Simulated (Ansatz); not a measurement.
Harmonic frequencies (cm⁻¹) at PBE0-D4/def2-TZVP from Ansatz: 101, 140, 206, 494, 525, 563, 692, 717, 799, 920, 942, 952, 968, 987, 1060, 1141, 1335, 1451, 2226, 2233, 2236, 2590, 3654, 3932.

Each molecule was computed in one conformer, which needn't be the lowest.

**Question.** Which molecule is it?
A. `NB[SiH2]O`
B. `BO[SiH2]N`
C. `C[BH][Al]([OH])[F]`
D. `OBN[SiH3]`

**Answer.** D.
